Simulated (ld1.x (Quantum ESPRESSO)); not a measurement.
Results of a calculation; reference values are marked as such.
Potentials for Be (Z = 4) compared

Generated with ld1.x 7.5 (TM, RRKJ, ultrasoft, PAW), atompaw 4.2 or ONCVPSP 4.0.1. The cutoff is in Ry: for ld1.x and atompaw files where the sum of valence levels is converged to 10 mRy in a Bessel basis, for ONCV files where the hardest occupied wave has 1 mHa per electron of residual kinetic energy. The error is the largest all-electron minus pseudo excitation energy over each file’s own four to seven test configurations (ionisations up to +4, promotions, holes and added fractions of an electron), all of which were solved. The labels leave out finer settings (local radius, basis sizes, second energies), which also bear on the numbers. Spin-polarised tests are not counted. The rows are a selection from randomly drawn settings: files with unsolved tests, undetermined cutoffs or missed reference levels are left out.

| potential | cutoff (Ry) | largest error (meV) | bound ghosts |
| --- | --- | --- | --- |
| TM, PBE, scalar-relativistic, rc 1.65/4.20/3.30 (spd), local d, core correction yes, reference 2s1.75 2p0.25 | 10 | -156 | none |
| ultrasoft, LDA (PZ), non-relativistic, rc 0.85/3.34/3.60 (spd), local smoothed, core correction no, reference 1s2 2s2 2p0 | 120 | +1317 | none |
| TM, BLYP, scalar-relativistic, rc 1.35/4.20 (sp), local s, core correction yes, reference 2s2 2p0 | 12 | -216 | none |
| TM, LDA (PZ), scalar-relativistic, rc 2.05/4.20/4.35 (spd), local d, core correction yes, reference 2s1.5 2p0.5 | 8 | -99 | none |
| RRKJ, PBE, non-relativistic, rc 1.70/4.20/3.65 (spd), local d, core correction no, reference 2s2 2p0 | 12 | -215 | none |
| TM, PBE, scalar-relativistic, rc 1.50/3.10/2.65 (spd), local s, core correction no, reference 2s0.5 2p0 | 8 | +196 | none |
| PAW, PBE, non-relativistic, rc 2.40/4.85 (sp), local smoothed, core correction yes, reference 2s1.5 2p0 | 6 | -11 | none |

**Question.** Fill in the row for Be: RRKJ, PBE, non-relativistic, rc 2.05/4.20 (sp), local smoothed, core correction yes, reference 2s2 2p0.

**Answer.** cutoff 15 Ry, largest error -246 meV, bound ghosts: none.
